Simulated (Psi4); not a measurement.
Interaction energy of H2 ··· H2 (SMILES [H][H] and [H][H]), singlet. Monomers: optimised at B3LYP-D3(BJ) (def2-TZVP), held rigid. Orientation: lowest of the rigid-body minima from ten starts at GFN2-xTB. Only R, the distance of the centres of mass, is varied, so the lowest point isn't the relaxed dimer.

- SAPT0/jun-cc-pVDZ, frozen core (Psi4)
- MP2/aug-cc-pVTZ = DF-MP2/aug-cc-pVTZ, frozen core, counterpoise-corrected in Psi4
- wB97X-D/def2-TZVP, counterpoise-corrected (Psi4)
- PBE0/def2-TZVP, counterpoise-corrected (Psi4)
- PBE/def2-TZVP, counterpoise-corrected (Psi4)
- CCSD(T)/aug-cc-pVDZ = Psi4 with DF-CCSD(T)/aug-cc-pVDZ, frozen core, counterpoise-corrected

Cost and agreement with CCSD(T)/aug-cc-pVDZ over the 12 points of the scan, with CCSD(T)/aug-cc-pVDZ as yardstick. Costs are rough ratios of core time within Psi4 on shared cores, each with its mean field (Kohn-Sham runs search longer for lower solutions than correlated ones do); the miss is the largest difference from CCSD(T) of the interaction energy, in kJ/mol.

```
level              relative cost  largest difference
-----------------  -------------  ------------------
SAPT0/jun-cc-pVDZ              1                0.67
MP2/aug-cc-pVTZ                2                0.47
wB97X-D/def2-TZVP              4                1.09
PBE0/def2-TZVP                 4                0.96
PBE/def2-TZVP                  5                1.22
```

Costs within a factor of two of each other count as equal.
